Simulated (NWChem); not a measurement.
System: CdHOF; SMILES [OH][Cd][F]

```xyz
4

Cd     0.0033     0.0097     0.0000
F     -0.0260     1.9340     0.0000
O     -0.0898    -1.9428     0.0000
H      0.7935    -2.3297     0.0000
```
Atoms are numbered in this order, from 1.

Computed with NWChem. Structure relaxed at the PBE0/def2-SVP level. def2 effective core potentials on Cd; no spin-orbit coupling. Ions are spin-unrestricted doublets at the neutral geometry; other ion states weren't tried.

For level PBE/def2-TZVP:

```yaml
vertical ionisation energy, ΔSCF (eV): 10.70
"−ε(HOMO) (eV)": 6.83
```

Problem. Estimate the same quantities for level B3LYP/def2-TZVP.

Solution. 
| Quantity | Result |
|---|---|
| vertical ionisation energy, ΔSCF (eV) | 11.07 |
| −ε(HOMO) (eV) | 8.26 |
